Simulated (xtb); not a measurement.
MgF, SMILES [F][Mg+], charge +1. All values are semi-empirical tight-binding results from xtb (GFN2-xTB unless named), good for trends rather than for accurate numbers. The structure is a stationary point at GFN2-xTB. The multiplicity is an assumed one; other spin states were not compared.

Optimised geometry:

```xyz
2

Mg     0.0000     0.0000    -0.7460
F      0.0000     0.0000     0.9946
```
Charge +1, spin multiplicity 1.

For metal compounds this method's bond lengths and energies can be far off.

point group as xtb finds it: C∞v
orbital gap: 1.84 eV

Computed atomic charges and the Wiberg bond orders between heavy atoms:
charges (e) Mg1 0.86, F2 0.14. Bond orders Mg1–F2 1.63.
